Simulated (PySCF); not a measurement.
SCF from a fresh guess for triplet RuH4, at the PBE0 minimum. PySCF input:

```python
from pyscf import gto, scf, dft
mol = gto.M(atom='''
Ru    -0.000000    -0.000000    -0.000000
H      1.640790    -0.452870     0.000000
H     -1.640790    -0.000000     0.452870
H      1.640790     0.452870    -0.000000
H     -1.640790     0.000000    -0.452870''',
    basis={'Ru': 'def2-TZVP', 'H': 'def2-TZVP'},
    ecp={'Ru': 'def2-TZVP'},
    charge=0, spin=2)
mf = dft.UKS(mol, xc='PBE0')
mf.grids.atom_grid = (50, 194)
aux = {'Ru': 'def2-universal-JKFIT', 'H': 'def2-universal-JKFIT'}
mf = mf.density_fit(auxbasis=aux)
mf.conv_tol = 1e-08
mf.diis_space = 10
mf.max_cycle = 60
mf.init_guess = 'minao'
mf.verbose = 4
mf.kernel()
```

Excerpt of the output (cycles alone):

```
init E= -89.2017884208357
cycle= 1 E= -96.6533677049455  delta_E= -7.45  |g|= 1.13  |ddm|= 2.78
cycle= 2 E= -90.7052859171081  delta_E= 5.95  |g|= 2.82  |ddm|= 7.28
cycle= 3 E= -97.093325616066  delta_E= -6.39  |g|= 0.424  |ddm|= 7.17
cycle= 4 E= -97.1906729987461  delta_E= -0.0973  |g|= 0.0208  |ddm|= 0.474
cycle= 5 E= -97.1909530639631  delta_E= -0.00028  |g|= 0.00486  |ddm|= 0.023
cycle= 6 E= -97.1909666146114  delta_E= -1.36e-05  |g|= 0.0024  |ddm|= 0.00682
cycle= 7 E= -97.1909710908168  delta_E= -4.48e-06  |g|= 0.000536  |ddm|= 0.00398
cycle= 8 E= -97.1909715951313  delta_E= -5.04e-07  |g|= 0.000129  |ddm|= 0.00185
cycle= 9 E= -97.1909716340008  delta_E= -3.89e-08  |g|= 4.41e-05  |ddm|= 0.000468
cycle= 10 E= -97.1909716379972  delta_E= -4e-09  |g|= 4.23e-06  |ddm|= 0.000194
Extra cycle  E= -97.190971637994  delta_E= 3.2e-12  |g|= 6.69e-06  |ddm|= 8.19e-06
converged SCF energy = -97.190971637994  <S^2> = 2.0069541  2S+1 = 3.0046325
```

No lower solution of this spin was found from smeared starts or by a stability analysis within the unrestricted form.

Other spin states or occupations of the open shell can lie lower.

The search for the lowest solution, 3 starts and the stability check together, took 7.6 s on 2 threads of a shared Arm Neoverse V2 host, with 64 basis functions; the process peaked at 0.41 GiB. Launch command: `OMP_NUM_THREADS=2 python axn.py task.json out`.
